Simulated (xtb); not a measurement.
Cl3Sc, triplet, from a rough starting geometry (GFN-xTB shapes and energies of metal compounds can be far from the true ones) (the multiplicity is a formal guess); GFN2-xTB in xtb 6.7.1.

Input for xtb:
```
$ xtb mol.xyz --gfn 2 --uhf 2 --opt vtight --json

# file mol.xyz
4

Sc     0.01375060     0.00385458    -0.00078009
Cl     2.10779605    -0.35619620    -0.64368599
Cl    -0.79197453    -0.92960842     1.93976842
Cl    -1.33373223     1.27408238    -1.30185785
```

Output, abridged:

```
   ID    Z sym.   atoms
    1   21 Sc     1
    2   17 Cl     2-4

           -------------------------------------------------
          |                Calculation Setup                |
           -------------------------------------------------

           -------------------------------------------------
          |                 G F N 2 - x T B                 |
           -------------------------------------------------

          ...................................................
          :                      SETUP                      :
          :.................................................:
          :  # basis functions                  40          :
          :  # atomic orbitals                  36          :
          :  # shells                           12          :
          :  # electrons                        24          :
          :  max. iterations                   250          :
          :  Hamiltonian                  GFN2-xTB          :
          :  restarted?                      false          :
          :  GBSA solvation                  false          :
          :  PC potential                    false          :
          :  electronic temp.          300.0000000     K    :
          :  accuracy                    1.0000000          :
          :  -> integral cutoff          0.2500000E+02      :
          :  -> integral neglect         0.1000000E-07      :
          :  -> SCF convergence          0.1000000E-05 Eh   :
          :  -> wf. convergence          0.1000000E-03 e    :
          :  Broyden damping             0.4000000          :
          :  net charge                          0          :
          :  unpaired electrons                  2          :
          ...................................................

 iter      E             dE          RMSdq      gap      omega  full diag
   1    -14.5659515 -0.145660E+02  0.741E+00    0.09       0.0  T
   2    -14.6783253 -0.112374E+00  0.737E+00    0.07       1.0  T
   3    -14.7068149 -0.284895E-01  0.607E+00    0.06       1.0  T
   4    -14.7150109 -0.819602E-02  0.464E+00    0.06       1.0  T
   5    -14.6822667  0.327442E-01  0.495E+00    0.05       1.0  T
   6    -14.7187422 -0.364755E-01  0.220E+00    0.04       1.0  T
   7    -14.7127896  0.595258E-02  0.225E+00    0.04       1.0  T
   8    -14.7199577 -0.716803E-02  0.163E+00    0.04       1.0  T
   9    -14.7239036 -0.394590E-02  0.108E+00    0.04       1.0  T
  10    -14.7233123  0.591316E-03  0.109E+00    0.04       1.0  T
  11    -14.7240475 -0.735216E-03  0.107E+00    0.03       1.0  T
  12    -14.7260088 -0.196137E-02  0.478E-01    0.03       1.0  T
  13    -14.7259081  0.100773E-03  0.480E-01    0.03       1.0  T
  14    -14.7263929 -0.484858E-03  0.210E-01    0.03       1.0  T
  15    -14.7262916  0.101332E-03  0.250E-01    0.03       1.0  T
  16    -14.7263087 -0.170655E-04  0.223E-01    0.03       1.0  T
  17    -14.7263753 -0.666012E-04  0.158E-01    0.03       1.0  T
  18    -14.7264322 -0.569898E-04  0.506E-02    0.03       1.0  T
  19    -14.7264340 -0.175695E-05  0.447E-02    0.03       1.1  T
  20    -14.7264375 -0.354195E-05  0.212E-02    0.03       2.4  T
  21    -14.7264383 -0.714616E-06  0.104E-02    0.03       4.8  T
  22    -14.7264385 -0.250152E-06  0.237E-03    0.03      21.1  T
  23    -14.7264385  0.135786E-08  0.242E-03    0.03      20.6  T
  24    -14.7264385 -0.126300E-07  0.109E-03    0.03      45.7  T
  25    -14.7264385 -0.310148E-08  0.112E-04    0.03     447.9  T
  26    -14.7264385  0.911147E-10  0.218E-04    0.03     229.0  T

   *** convergence criteria satisfied after 26 iterations ***

 transition dipole moment (au) for excitation:          12          13
     X       Y       Z
  -0.0006   0.0011  -0.0014  total (au/Debye):    0.002   0.005
 dE (eV)             :    3.679
 oscillator strength :  0.47059E-06

         :::::::::::::::::::::::::::::::::::::::::::::::::::::
[...]
 * total energy  :   -14.7064921 Eh     change       -0.6182772E-05 Eh
 * total energy  :   -14.7064970 Eh     change       -0.4924452E-05 Eh
 * total energy  :   -14.7065057 Eh     change       -0.8648553E-05 Eh
 * total energy  :   -14.7065131 Eh     change       -0.7451437E-05 Eh
 * total energy  :   -14.7065182 Eh     change       -0.5078994E-05 Eh
 * total energy  :   -14.7065338 Eh     change       -0.1557991E-04 Eh
 * total energy  :   -14.7065386 Eh     change       -0.4853791E-05 Eh
 * total energy  :   -14.7065396 Eh     change       -0.1009818E-05 Eh
 * total energy  :   -14.7065405 Eh     change       -0.8980458E-06 Eh
 * total energy  :   -14.7065409 Eh     change       -0.3283448E-06 Eh
 * total energy  :   -14.7065410 Eh     change       -0.1128902E-06 Eh
 * total energy  :   -14.7065410 Eh     change       -0.2456496E-07 Eh
   *** GEOMETRY OPTIMIZATION CONVERGED AFTER 26 ITERATIONS ***
         :: total energy             -14.706540995529 Eh    ::
[...]
         2        2.0000           -1.0948505             -29.7924
         3        2.0000           -1.0748832             -29.2491
         4        2.0000           -0.5224870             -14.2176
         5        2.0000           -0.4837471             -13.1634
         6        2.0000           -0.4751315             -12.9290
         7        2.0000           -0.4706699             -12.8076
         8        1.9999           -0.4563708             -12.4185
         9        1.9997           -0.4554859             -12.3944
        10        1.9181           -0.4501557             -12.2494
        11        1.8548           -0.4495437             -12.2327
        12        1.2275           -0.4466982             -12.1553
        13        0.7708           -0.3252383              -8.8502 (HOMO)
        14        0.1559           -0.3224816              -8.7752 (LUMO)
        15        0.0582           -0.3214408              -8.7468
        16        0.0116           -0.3198638              -8.7039
        17        0.0036           -0.3187320              -8.6731
        18                         -0.1314794              -3.5777
        19                         -0.0705333              -1.9193
        20                         -0.0048644              -0.1324
        21                         -0.0038751              -0.1054
        22                         -0.0038296              -0.1042
        23                         -0.0033886              -0.0922
        24                         -0.0027438              -0.0747
       ...                                ...                  ...
        36                          0.9522380              25.9117
      -------------------------------------------------------------
                  HL-Gap            0.0027567 Eh            0.0750 eV
             Fermi-level           -0.3859728 Eh          -10.5029 eV

     #   Z          covCN         q      C6AA      α(0)
     1  21 Sc       2.209     0.487   202.463    31.769
     2  17 Cl       0.780    -0.149   103.673    15.576
     3  17 Cl       0.737    -0.212   105.594    15.718
     4  17 Cl       0.780    -0.125   102.908    15.518

 Mol. C6AA /au·bohr⁶  :       1956.466307
 Mol. C8AA /au·bohr⁸  :     126041.818261
 Mol. α(0) /au        :         78.580806

Wiberg/Mayer (AO) data.
largest (>0.10) Wiberg bond orders for each atom

 ---------------------------------------------------------------------------
     #   Z sym  total        # sym  WBO       # sym  WBO       # sym  WBO
 ---------------------------------------------------------------------------
     1  21 Sc   2.374 --     3 Cl   0.887     4 Cl   0.771     2 Cl   0.715
     2  17 Cl   1.048 --     1 Sc   0.715     4 Cl   0.270
     3  17 Cl   1.020 --     1 Sc   0.887
     4  17 Cl   1.112 --     1 Sc   0.771     2 Cl   0.270
 ---------------------------------------------------------------------------

Topologies differ in total number of bonds
Writing topology from bond orders to xtbtopo.mol

molecular dipole:
                 x           y           z       tot (Debye)
 q only:       -0.354       0.167      -0.065
   full:       -0.625       0.104       0.194       1.684
molecular quadrupole (traceless):
                xx          xy          yy          xz          yz          zz
 q only:        1.421       0.120       1.824       1.575       4.231      -3.245
  q+dip:        1.978       0.418       2.523       1.907       6.107      -4.501
   full:        3.178       0.099       3.574       3.157       8.589      -6.752

optimized geometry written to: xtbopt.xyz

           -------------------------------------------------
          | TOTAL ENERGY              -14.706540995529 Eh   |
          | GRADIENT NORM               0.000009534269 Eh/α |
          | HOMO-LUMO GAP               0.075014287038 eV   |
           -------------------------------------------------

normal termination of xtb
```
